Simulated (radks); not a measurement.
The numbers below are computed, except where a source is named.
Problem. Coherent X-ray form factor from a spherical all-electron density. Code: a radial shooting solver on a logarithmic mesh with Libxc functionals. Model: non-relativistic Kohn-Sham, LDA (Slater exchange, Perdew-Wang correlation), spin-polarised, spherical densities, point nucleus.

| sin(theta)/lambda (1/angstrom) | f0 (electrons) |
|---|---|
| 0.05 | 19.760 |
| 0.1 | 19.072 |
| 0.15 | 18.029 |
| 0.2 | 16.753 |
| 0.25 | 15.372 |
| 0.3 | 13.993 |
| 0.4 | 11.531 |
| 0.5 | 9.664 |
| 0.6 | 8.369 |
| 0.8 | 6.868 |
| 1 | 5.934 |
| 1.25 | 4.892 |
| 1.5 | 3.917 |
| 2 | 2.481 |

The species is in the configuration that NIST lists as its ground one. Which atom or ion scatters so?

Solution. The vanadium ion V3+, [Ar] 3d(up 2, down 0). Extrapolating in s^2 from the first two rows gives f0(0) = 20.0, near the electron count 20; among species with that count, the fall with angle is slower the higher Z, and the table is that of Z = 23; from so few rows the species is fixed only to a neighbour or two.
